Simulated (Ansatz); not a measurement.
A nudged elastic band was laid between two geometries of CH₃BNO (7 atoms, charge 0, multiplicity 2).

Level of theory: Ansatz 0.2.0, UKS PBE/6-31G.

- movable images: 7
- climbing image: yes
- spring: 5.0 eV/Å²
- optimiser: quadratic models (default)
- start path: through a guess of the saddle point
- force threshold: 0.05 eV/Å
- iteration limit: 60
- end points: relaxed

Image 0:

```xyz
7
Properties=species:S:1:pos:R:3
B 0.710 -1.316 0.118
N -0.556 -0.711 -0.167
C 0.076 0.608 0.045
O 1.405 -0.056 0.343
H -1.510 -0.939 -0.412
H 0.155 1.245 -0.850
H -0.280 1.169 0.923
```

Image 8:

```xyz
7
Properties=species:S:1:pos:R:3
B 0.661 -0.273 -0.749
N -0.671 -0.336 -0.158
C -0.253 0.633 0.778
O 1.095 0.705 0.281
H -1.582 -0.752 -0.303
H 1.245 -0.711 -1.685
H -0.494 0.735 1.836
```

(1) Which bonds break or form, and what moves?

(2) Give the energies along the band, and the barrier.

(3) What is the geometry of the highest image?

The band took 25 iterations and of the order of 5 core-minutes.

Results:

(1) Bonds broken: C3–H6. Bonds formed: B1–H6.

(2) It converged. The highest image is number 2 of 0 to 8, 3.38 eV above the first end and 3.87 eV above the last; the last end lies 0.50 eV below the first. Neighbouring images differ by up to 2.4 eV, so the band resolves the path poorly. A vibrational analysis at the climbing image gives one clearly imaginary mode, 1506i cm⁻¹: a first-order saddle point. Limits of this set-up: no polarisation functions.

```
image  path coordinate (Å)  energy (eV)  C3–H6 (Å)  B1–H6 (Å)
    0                 0.00         0.00       1.10       2.79
    1                 0.68         0.98       1.12       2.19
    2                 1.35         3.38       1.44       1.53
    3                 1.91         1.67       2.05       1.22
    4                 2.47         0.77       2.66       1.18
    5                 3.03         0.10       3.00       1.18
    6                 3.59        -0.36       3.15       1.18
    7                 4.14        -0.49       3.18       1.19
    8                 4.70        -0.50       3.18       1.19
```

(3) 
```xyz
7
Properties=species:S:1:pos:R:3:forces:R:3
B 0.742 -0.697 -0.581 0.01 0.01 0.00
N -0.637 -0.862 0.159 0.01 0.02 0.00
C 0.021 0.417 0.366 -0.04 0.00 -0.01
O 1.369 -0.109 0.670 0.02 -0.03 0.01
H -1.519 -0.829 -0.383 0.01 0.00 0.01
H 0.372 0.722 -1.001 -0.01 0.00 0.00
H -0.348 1.358 0.770 0.00 0.00 0.00
```

Run time: 4.7 min on 1 thread of Intel(R) Xeon(R) Platinum 8488C (Sapphire Rapids), with other jobs on the host, peak memory 0.14 GiB.
